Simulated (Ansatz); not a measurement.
A run for Ansatz (a quantum-chemistry and plane-wave program): R-MP2/cc-pVTZ on CH4BeO (SMILES [CH3][Be][OH]), atoms moved off the minimum.

Ansatz 0.2 input:
```yaml
crystal:
  periodic: [false, false, false]
  atoms:
    - {symbol: Be, position_ang: [-0.08718781, 0.01786245, 0.12382768]}
    - {symbol: C, position_ang: [0.99633514, 0.51153229, -1.12297145]}
    - {symbol: H, position_ang: [1.91014651, -0.12002712, -1.14353361]}
    - {symbol: H, position_ang: [1.23972992, 1.57788838, -0.99146724]}
    - {symbol: H, position_ang: [0.51664840, 0.56087032, -2.09379075]}
    - {symbol: O, position_ang: [-0.88971023, -0.54842514, 1.16043898]}
    - {symbol: H, position_ang: [-1.85542297, -0.48116935, 1.33686166]}
basis:
  gaussian:
    orbitals: cc-pVTZ
magnetization: {spin_polarized: false}
correlation: {method: mp2, electrons: outside_noble_gas}
scf: {lower_state_search: off}
output: {forces: true}
```

Output:

```
WARN ansatz: RAYON_NUM_THREADS=1 ignored (pool sized by the plan → 1); use --threads N
Functional definition: HF
these checks for a lower state are left out or cut short: starts, cluster_reference, orbital_swaps, neighbouring_geometries, increment
integrals: 0.12 GiB planned
832 factors; integrals over basis functions are off by at most 1.2e-3 eV
mean field: 0.25 GiB planned
mean field evaluation 1: about -3528.8422 eV, gradient 4.2e1 eV
mean field evaluation 2: about -3528.8424 eV, gradient 4.2e1 eV
mean field evaluation 4: about -3532.2886 eV, gradient 2.9e0 eV
mean field evaluation 8: about -3532.3216 eV, gradient 3.5e-4 eV
mean field -3532.32164273 eV, -129.8104260767 hartree, gradient 2.6e-6 eV, S^2 0.000000; 0 other end points of the search recorded, 0 dependent functions left out
3 core orbitals not correlated
reference -3532.32164273 eV, -129.8104260767 hartree; 8, 8 occupied and 135, 135 virtual orbitals, 832 factors
densities: 0.30 GiB planned
second order -12.97612574 eV of doubles, -0.00000000 eV of singles
the calculation of the forces begins
Total energy: -3545.29776847 eV, -130.2872899022 hartree
Atom 0 at    -0.087188     0.017862     0.123828 Å, force     0.196701    -0.145483    -0.316763 eV/Å
Atom 1 at     0.996335     0.511532    -1.122971 Å, force    -0.086101     0.391154     0.541950 eV/Å
Atom 2 at     1.910147    -0.120027    -1.143534 Å, force    -0.564632     0.616100    -0.174504 eV/Å
Atom 3 at     1.239730     1.577888    -0.991467 Å, force     0.431462    -0.392992     0.321377 eV/Å
Atom 4 at     0.516648     0.560870    -2.093791 Å, force    -0.059203    -0.607624    -0.303364 eV/Å
Atom 5 at    -0.889710    -0.548425     1.160439 Å, force    -1.455808     0.220461     0.233667 eV/Å
Atom 6 at    -1.855423    -0.481169     1.336862 Å, force     1.537582    -0.081616    -0.302364 eV/Å
Dipole moment:    -0.281131     0.116645    -0.016660 e Å
Checks for a lower state left out: starts, cluster_reference, orbital_swaps, neighbouring_geometries, increment
```

The run converged.

Cost: around 3 core-seconds (rough).
